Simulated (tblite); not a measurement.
Species: C₄H₈NOSi₂ (doublet state).
Numbering: `[CH3:1][C:2]#[C:3][SiH2:4][N:5]([SiH2:6])[CH:7]=[O:8]` (hydrogens: H9, H10, H11 on C1; H12, H13 on Si4; H14, H15 on Si6; H16 on C7)
Bond orders are those of one Lewis drawing.

Computed with GFN2-xTB (tblite), gas phase: L-BFGS steps from a force-field or distance-geometry start until the largest atomic force falls under 0.01 eV/Å.

Step 40: E = -626.5294 eV
```
atom  x, y, z in Å  |  force x, y, z in eV/Å
C1      3.3400   -1.3108   -0.6562    0.015  -0.020  -0.010
C2      2.2123   -0.5345   -0.1982   -0.036  -0.011  -0.031
C3      1.2473    0.0950    0.1578    0.005   0.029   0.009
Si4    -0.1682    1.0841    0.7944    0.041   0.110   0.078
N5     -1.6494    0.5060    0.0603    0.024  -0.033   0.004
Si6    -3.3218    1.0732    0.3360    0.011  -0.026  -0.018
C7     -1.6972   -0.5958   -0.6905   -0.030  -0.055   0.066
O8     -2.7560   -1.0674   -1.0538   -0.002  -0.008  -0.051
H9      4.1609   -0.6537   -0.9404   -0.002   0.036   0.001
H10     3.0530   -1.9096   -1.5197   -0.014  -0.010  -0.029
H11     3.6812   -1.9781    0.1340   -0.005  -0.004   0.037
H12    -0.0585    2.4936    0.4191    0.015   0.025  -0.020
H13    -0.2751    0.8815    2.2452   -0.044   0.003  -0.031
H14    -3.2585    2.5327    0.2920    0.057  -0.068   0.091
H15    -3.7920    0.4334    1.5611    0.030   0.044  -0.096
H16    -0.7258   -1.0408   -0.9524   -0.065  -0.014   0.000
```

Step 41: E = -626.5322 eV
```
atom  x, y, z in Å  |  force x, y, z in eV/Å
C1      3.3382   -1.3151   -0.6585    0.028  -0.025  -0.008
C2      2.2152   -0.5314   -0.2038   -0.053   0.008  -0.026
C3      1.2542    0.1062    0.1489   -0.011   0.035   0.006
Si4    -0.1610    1.0944    0.7890    0.024   0.124   0.116
N5     -1.6464    0.5207    0.0575    0.076  -0.037  -0.006
Si6    -3.3253    1.0779    0.3197    0.033  -0.073  -0.067
C7     -1.6942   -0.5940   -0.6743   -0.008  -0.043   0.075
O8     -2.7579   -1.0722   -1.0172    0.034  -0.014  -0.064
H9      4.1643   -0.6656   -0.9427    0.006   0.057  -0.014
H10     3.0478   -1.9144   -1.5202   -0.011  -0.019  -0.034
H11     3.6758   -1.9801    0.1345   -0.010  -0.027   0.047
H12    -0.0519    2.5087    0.4280    0.010  -0.003  -0.022
H13    -0.2608    0.8766    2.2403   -0.047   0.015  -0.062
H14    -3.2652    2.5353    0.3168    0.067  -0.016   0.096
H15    -3.8197    0.3999    1.5101    0.011   0.025  -0.051
H16    -0.7208   -1.0380   -0.9393   -0.151  -0.008   0.012
```

Step 42: E = -626.5362 eV
```
atom  x, y, z in Å  |  force x, y, z in eV/Å
C1      3.3356   -1.3227   -0.6625    0.029  -0.017   0.000
C2      2.2197   -0.5255   -0.2138   -0.073   0.036  -0.017
C3      1.2654    0.1254    0.1335   -0.014   0.035  -0.003
Si4    -0.1481    1.1137    0.7813   -0.004   0.109   0.131
N5     -1.6393    0.5459    0.0527    0.100  -0.076  -0.025
Si6    -3.3304    1.0842    0.2899    0.053  -0.121  -0.071
C7     -1.6894   -0.5915   -0.6447   -0.011  -0.006   0.064
O8     -2.7605   -1.0806   -0.9554    0.119   0.026  -0.053
H9      4.1703   -0.6848   -0.9471    0.001   0.069  -0.030
H10     3.0388   -1.9230   -1.5212    0.002  -0.025  -0.028
H11     3.6660   -1.9843    0.1361   -0.019  -0.046   0.045
H12    -0.0406    2.5342    0.4433    0.004  -0.026  -0.030
H13    -0.2368    0.8686    2.2306   -0.052   0.034  -0.075
H14    -3.2759    2.5392    0.3608    0.077   0.001   0.106
H15    -3.8672    0.3431    1.4218    0.013   0.039  -0.046
H16    -0.7154   -1.0330   -0.9166   -0.226  -0.031   0.031
```

Problem. Estimate the geometry and energy of step 43. (The exact step hangs on the optimiser's Hessian estimate; all steps are aligned on step 42, rigid shifts and turns removed.)

Solution. E = -626.5377 eV, largest force 0.419 eV/Å
```
atom  x, y, z in Å  |  force x, y, z in eV/Å
C1      3.3302   -1.3283   -0.6666    0.018  -0.012   0.021
C2      2.2171   -0.5245   -0.2244   -0.076   0.082   0.006
C3      1.2764    0.1440    0.1267   -0.048   0.041  -0.019
Si4    -0.1390    1.1328    0.7726   -0.065   0.022   0.091
N5     -1.6345    0.5513    0.0544    0.252   0.112   0.065
Si6    -3.3287    1.0850    0.2677    0.189  -0.001  -0.374
C7     -1.6869   -0.5968   -0.6181    0.258   0.087   0.012
O8     -2.7619   -1.0794   -0.9150   -0.121  -0.156  -0.147
H9      4.1688   -0.6946   -0.9466    0.014   0.083  -0.067
H10     3.0307   -1.9286   -1.5248    0.034  -0.036  -0.002
H11     3.6569   -1.9819    0.1402   -0.035  -0.085   0.020
H12    -0.0328    2.5558    0.4492   -0.009  -0.034  -0.046
H13    -0.2320    0.8642    2.2149   -0.039   0.054  -0.013
H14    -3.2697    2.5276    0.4142    0.088   0.146   0.099
H15    -3.8901    0.3177    1.3398   -0.187  -0.219   0.300
H16    -0.7122   -1.0353   -0.8955   -0.273  -0.083   0.054
```

The energy changes by -0.0015 eV. The first-order estimate −F·Δx gives -0.0113 eV and the mean of the old and new forces, exact on a quadratic surface, -0.0018 eV. The step makes an angle of 79° with the force vector and moves no atom by more than 0.089 Å.

The cost below is that of the whole relaxation. Time: 0.63 s. Hardware: Arm Neoverse V2, one thread, no GPU, on a shared host.
